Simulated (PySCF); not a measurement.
Simulation results for B2H3NSi

All values are calculated (PySCF 2.14.0). Calculation on a computer-drawn molecule: the log of a Hartree-Fock and frozen-core CCSD(T) single point meant for a local Hartree-Fock minimum, with one planted fault or none, to be diagnosed. Offsets are logged minus clean, where the clean run is the same molecule without the fault. The reference is restricted for singlets and unrestricted otherwise, and also for a bond in bohr or an excited solution. Adding or removing an electron swaps singlet and doublet. The excited solution moves the top pair (singlet) or top alpha electron (doublet) to the lowest empty orbital. Highest occupied and lowest empty are orbital energies over both spins, largest force is the largest gradient component, triples share is (T) over the correlation energy, the T1 limit is 0.02 restricted and 0.045 unrestricted, electrons count all cores, a negative frequency is imaginary (commonest isotopes), and the dipole is about the centre of nuclear charge.

Common to all runs: meant charge 0; meant multiplicity 1; meant basis cc-pV(D+d)Z; logged electrons 34; logged basis functions 80; logged SCF converged yes; logged CC converged yes; logged SCF stable within its kind yes; possible faults no fault, one electron removed, one electron added, multiplicity raised by two, geometry at a saddle point, SCF held on an excited solution, minimal basis STO-3G, one bond length entered in bohr, all coordinates scaled.

```yaml
- entry: 1
  formula: B2H3NSi
  logged_structure:
    atoms_angstrom:
      - [B, 0.4466, -2.4626, 1.2437]
      - ["N", 0.4643, -1.3253, 1.7582]
      - [Si, 0.6389, 0.2127, 2.5268]
      - [B, -1.2033, 0.8763, 1.9196]
      - [H, 0.4301, -3.5303, 0.7608]
      - [H, -3.074, 0.5226, 3.1683]
      - [H, -1.356, 1.4489, 0.8704]
  given:
    logged_spin_squared: 0.9983
    "logged_highest_occupied [eV]": -8.3406
    "logged_lowest_empty [eV]": 1.0951
    "logged_largest_force [hartree/bohr]": 0.017242
    logged_T1_diagnostic: 0.074012
    logged_D1_diagnostic: 0.25353
    logged_triples_share: 0.043933
    "logged_dipole_magnitude [debye]": 2.0508
    "logged_energy_HF [hartree]": -394.35109
    "logged_energy_CCSD(T) [hartree]": -394.79845
    drawn_bonds_atom: [1, 2, 3, 1, 4, 4]
    drawn_bonds_other_atom: [2, 3, 4, 5, 6, 7]
    drawn_bonds_order: [2, 1, 1, 1, 1, 1]
  results:
    planted_fault: "one bond length entered in bohr, row 5 of the drawn bonds"
    "HF_energy_offset_from_clean_run [kcal/mol]": 68.2
    "CCSD(T)_energy_offset_from_clean_run [kcal/mol]": 72.11
  notes: ["T1 above single-reference limit"]
- entry: 2
  formula: B2H3NSi
  logged_structure:
    atoms_angstrom:
      - [B, 0.4466, -2.4626, 1.2437]
      - ["N", 0.4643, -1.3253, 1.7582]
      - [Si, 0.6389, 0.2127, 2.5268]
      - [B, -1.2033, 0.8763, 1.9196]
      - [H, 0.4301, -3.5303, 0.7608]
      - [H, -2.1932, 0.6891, 2.5804]
      - [H, -1.356, 1.4489, 0.8704]
  given:
    logged_spin_squared: 2.0331
    "logged_highest_occupied [eV]": -6.8871
    "logged_lowest_empty [eV]": 0.65952
    "logged_largest_force [hartree/bohr]": 0.016724
    logged_T1_diagnostic: 0.02318
    logged_D1_diagnostic: 0.081479
    logged_triples_share: 0.037094
    "logged_dipole_magnitude [debye]": 0.83124
    "logged_energy_HF [hartree]": -394.4294
    "logged_energy_CCSD(T) [hartree]": -394.86287
    drawn_bonds_atom: [1, 2, 3, 1, 4, 4]
    drawn_bonds_other_atom: [2, 3, 4, 5, 6, 7]
    drawn_bonds_order: [2, 1, 1, 1, 1, 1]
  results:
    planted_fault: "multiplicity raised by two"
    "HF_energy_offset_from_clean_run [kcal/mol]": 19.07
    "CCSD(T)_energy_offset_from_clean_run [kcal/mol]": 31.69
```
